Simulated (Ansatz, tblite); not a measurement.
Forces on Ga4O6 at its PBE-D4/def2-SVP geometry. The state is a singlet with charge 0.

The xTB rows come from tblite. The restricted singlet is unstable towards broken spin symmetry in Hartree–Fock (as tested in another run); at HF/def2-TZVP this wasn't settled. The structure comes from a short search, and lower isomers may exist.

GFN1-xTB (tblite), largest force 2.49 eV/Å:

```xyz
10
positions Å, forces eV/Å
Ga    0.051   -1.135    0.992    0.743    0.830   -0.102
Ga   -1.825   -1.084   -0.847    1.083    0.685    0.330
Ga    2.173    1.699    0.540    1.495    0.739    0.965
Ga   -0.647    1.282   -0.944    0.521    0.067    0.322
O     1.777   -0.367    0.508   -1.156   -1.469    1.642
O    -0.885   -2.408   -0.015   -0.169    0.341   -0.206
O     1.479   -0.662    2.043   -0.598   -0.129   -2.131
O    -1.265    0.201    0.532    0.136   -0.207    0.004
O     0.783    2.264   -0.690   -1.937   -0.366   -1.068
O    -1.640    0.213   -2.120   -0.119   -0.492    0.243
```

GFN2-xTB (tblite), largest force 1.95 eV/Å:

```
Ga 1.005 0.528 -0.056
Ga 0.271 0.045 -0.153
Ga 0.236 0.040 0.164
Ga 0.565 0.667 0.079
O -1.078 -0.662 1.460
O -0.077 0.511 -0.079
O -0.350 0.340 -1.890
O 0.226 -0.145 -0.079
O -0.860 -0.914 0.016
O 0.063 -0.410 0.538
```

HF/def2-TZVP (Ansatz), largest force 2.72 eV/Å:

```
Ga 1.131 0.401 -0.013
Ga 1.431 0.535 0.115
Ga 0.568 0.671 0.067
Ga 0.605 0.286 0.028
O -1.685 -0.797 1.979
O -0.584 2.043 -0.122
O -0.787 -0.187 -2.515
O 0.594 -1.025 -1.342
O -1.529 -1.284 -0.224
O 0.255 -0.644 2.026
```
